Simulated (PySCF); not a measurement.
SMILES COc1ccccc1C(C)=O, GFN2-xTB optimised geometry.

```
21

C     -2.91    -1.78    -0.05
O     -1.51    -1.71    -0.05
C     -0.90    -0.51     0.00
C     -1.58     0.71     0.00
C     -0.88     1.90     0.02
C      0.50     1.91     0.01
C      1.18     0.71     0.00
C      0.51    -0.51     0.00
C      1.25    -1.80     0.04
C      2.57    -1.81    -0.71
O      0.86    -2.77     0.63
H     -3.15    -2.84    -0.07
H     -3.34    -1.29    -0.93
H     -3.34    -1.33     0.86
H     -2.66     0.73     0.00
H     -1.43     2.83     0.03
H      1.04     2.84     0.03
H      2.26     0.71     0.01
H      2.86    -2.84    -0.90
H      3.34    -1.35    -0.08
H      2.50    -1.25    -1.64
```

Density from CAM-B3LYP/def2-SVP in PySCF 2.14.0 at that geometry.

Minimum of the electron density along straight lines between bonded atoms, close to the bond critical point (lines longer than 1.1 times the sum of covalent radii, or with two minima, are not listed):

```tsv
bond	length / Å	ρ at the minimum / e bohr⁻³	∇²ρ there / e bohr⁻⁵	position (fraction from the first atom)
C1–O2	1.406	0.256	-0.34	0.34
O2–C3	1.349	0.295	(withheld)	0.67
C3–C4	1.394	0.311	-0.81	0.52
C4–C5	1.383	0.314	-0.81	0.50
C5–C6	1.384	0.315	-0.82	0.51
C6–C7	1.382	0.316	-0.83	0.50
C3–C8	1.411	0.303	-0.77	0.52
C7–C8	1.391	0.309	-0.78	0.50
C8–C9	1.487	0.269	-0.67	0.50
C9–C10	1.514	0.257	-0.62	0.51
C9–O11	1.207	(withheld)	(withheld)	0.33
C1–H12	1.089	0.285	-1.13	0.65
C1–H13	1.095	0.280	-1.07	0.64
C1–H14	1.095	0.281	-1.07	0.64
C4–H15	1.079	0.283	-1.08	0.63
C5–H16	1.080	0.285	-1.10	0.64
C6–H17	1.079	0.284	-1.09	0.63
C7–H18	1.079	0.286	-1.10	0.63
C10–H19	1.087	0.278	-1.05	0.64
C10–H20	1.089	0.273	-1.00	0.63
C10–H21	1.086	0.277	-1.03	0.63
```

Question: What belongs in the gaps?

Answer: 
- O2–C3, ∇²ρ there / e bohr⁻⁵: -0.32
- C9–O11, ρ at the minimum / e bohr⁻³: 0.412
- C9–O11, ∇²ρ there / e bohr⁻⁵: 0.36
